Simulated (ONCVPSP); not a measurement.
**Before and after: ONCV potential for vanadium**

vanadium (V), optimised norm-conserving Vanderbilt (ONCV), made with ONCVPSP 4.0.1 (PBE, scalar-relativistic). Core [Ne], reference 3s2 3p6 3d3 4s2. Waves: 3s+4s: rc 1.55 bohr, ncon 5, nbas 8, qcut 6.2 1/bohr, 2 projectors; 3p: rc 1.50 bohr, ncon 3, nbas 7, qcut 8.4 1/bohr, 2 projectors, debl 3.4 Ha; 3d: rc 1.15 bohr, ncon 3, nbas 7, qcut 9.3 1/bohr, 2 projectors, debl 3.4 Ha. Local part: polynomial inside 0.75 bohr (lpopt 5, dvloc0 0 Ha). Core correction: Teter function, fcfact 1.5, rcfact 1.2.

All-electron outer shells of the reference configuration (PBE, scalar-relativistic, ld1.x):

| shell | level (eV) | outermost node (bohr) | outermost maximum (bohr) |
| --- | --- | --- | --- |
| 2p | -503.16 | – | 0.21 |
| 3s | -70.24 | 0.38 | 0.82 |
| 3p | -44.04 | 0.35 | 0.84 |
| 3d | -5.16 | – | 0.90 |
| 4s | -4.70 | 1.17 | 2.76 |

Change: s: rc 2.2.

Cutoffs: the cutoffs (Ha) at which the residual kinetic energy of the hardest occupied pseudo-wave falls to 1 and 0.1 mHa per electron; they do not see the model core or the augmentation charge, which bear on the density cutoff. Errors are all-electron minus pseudo energies relative to the spin-unpolarised reference configuration.

Predict the effect on cutoff, ghosts and configuration errors.

The potential gets neither clearly harder nor softer (46 Ha and 150 Ha → 46 Ha and 150 Ha); the d channel sets the loose cutoff, while the largest relative change is in s, which becomes softer; of the 4 tests that both files solve, the error grows in 3 and shrinks in 0 by more than 15 % and 0.3 meV (median size 0.7 → 1.6 meV); neither file shows a bound ghost. More of the atom is replaced by a form fitted at one configuration, so other configurations suffer.

```tsv
quantity	base	changed
cutoff, loose	46 Ha	46 Ha
cutoff, tight	150 Ha	150 Ha
loose cutoff by channel	s 21 Ha, p 23 Ha, d 46 Ha	s 9.3 Ha, p 23 Ha, d 46 Ha
bound ghosts	none	none
GHOST(+) flags under 300 eV	none	s at 116.9 eV
error for 3s2 3p6 3d3 4s1, meV [ΔE 7.74 eV]	-0.5	-0.6
error for 3s2 3p6 3d3 4s0, meV [ΔE 22.03 eV]	-1.7	-2.5
error for 3s2 3p6 3d2 4s0, meV [ΔE 50.93 eV]	-0.3	-1.7
error for 3s2 3p6 3d3 4s0 4p1, meV [ΔE 11.84 eV]	-0.9	-1.6
p: phases at 1.52 bohr within 0.05 rad from the reference energy up to (Ha; the scan ends near 5)	to the end of the scan	to the end of the scan
d: phases at 1.17 bohr within 0.05 rad from the reference energy up to (Ha; the scan ends near 5)	to the end of the scan	to the end of the scan
rms error of d²Exc/dni dnj with the model core, mHa	1.03	1.26
```
